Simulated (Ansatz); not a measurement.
Relaxation of C3H8FNSn (14 atoms, charge 0, multiplicity 1), to a largest force component of 0.015 eV/Å in at most 40 steps.

All numbers below come from RKS BHLYP-D4/def2-SVP in Ansatz.

```xyz
14
Properties=species:S:1:pos:R:3:forces:R:3
C -1.782 -1.349 1.523 -0.59 4.08 -1.35
N -0.603 -1.317 1.156 1.72 -0.58 -0.10
Sn 0.232 0.335 0.284 1.59 -0.05 -0.01
C -0.716 0.843 -1.502 -3.94 0.12 1.34
C 2.312 -0.103 -0.195 -0.67 -1.12 0.94
F 0.183 1.845 1.534 -0.12 -0.46 -0.29
H -2.418 -0.419 1.367 -0.15 -1.14 0.53
H -2.229 -2.170 1.957 -1.15 -2.27 1.13
H -0.736 -0.006 -2.162 0.25 -0.37 -0.50
H -1.848 1.051 -1.231 2.19 -0.31 -0.67
H -0.335 1.725 -1.943 0.60 0.91 -0.64
H 2.774 0.748 -0.664 0.25 0.40 -0.16
H 2.808 -0.354 0.773 -0.07 0.08 -0.93
H 2.315 -0.979 -0.895 0.07 0.71 0.71
```

Problem. Where does it end, and by what steps?

Solution. It converged. After 27 steps the energy has fallen by 0.632 eV; H7 moved furthest, 1.31 Å.

```csv
step,energy less start (eV),largest force component (eV/Å),accepted
0,0.0000,4.078,yes
1,-0.3857,1.489,yes
2,-0.5223,0.567,yes
3,-0.4510,1.320,no
4,-0.5407,0.233,yes
5,-0.5451,0.112,yes
6,-0.5470,0.051,yes
7,-0.5480,0.049,yes
8,-0.5487,0.638,yes
9,-0.5579,0.342,yes
10,-0.5665,0.418,yes
11,-0.5749,0.336,yes
12,-0.5874,0.476,yes
13,-0.5634,0.976,no
14,-0.6044,0.159,yes
15,-0.6136,0.156,yes
16,-0.6248,0.076,yes
17,-0.6206,0.681,no
18,-0.6282,0.158,yes
19,-0.6104,0.591,no
20,-0.6305,0.066,yes
21,-0.6317,0.049,yes
22,-0.6322,0.097,yes
23,-0.6320,0.166,no
24,-0.6323,0.030,yes
25,-0.6323,0.029,yes
26,-0.6320,0.069,no
27,-0.6323,0.001,yes
```

```xyz
14
Properties=species:S:1:pos:R:3
C -1.546 -1.323 1.751
N -0.918 -1.393 0.667
Sn 0.113 0.235 -0.038
C -0.801 0.966 -1.818
C 2.207 -0.158 -0.018
F -0.212 1.572 1.341
H -1.600 -0.431 2.394
H -2.098 -2.199 2.125
H -0.752 0.203 -2.597
H -1.846 1.198 -1.609
H -0.293 1.868 -2.164
H 2.764 0.738 -0.299
H 2.500 -0.466 0.986
H 2.439 -0.960 -0.721
```

Whether the end is a true minimum wasn't checked by a vibrational analysis.

Time of the run: 2.8 min on 2 threads of Arm Neoverse V1 (shared host), peak memory 0.41 GiB.
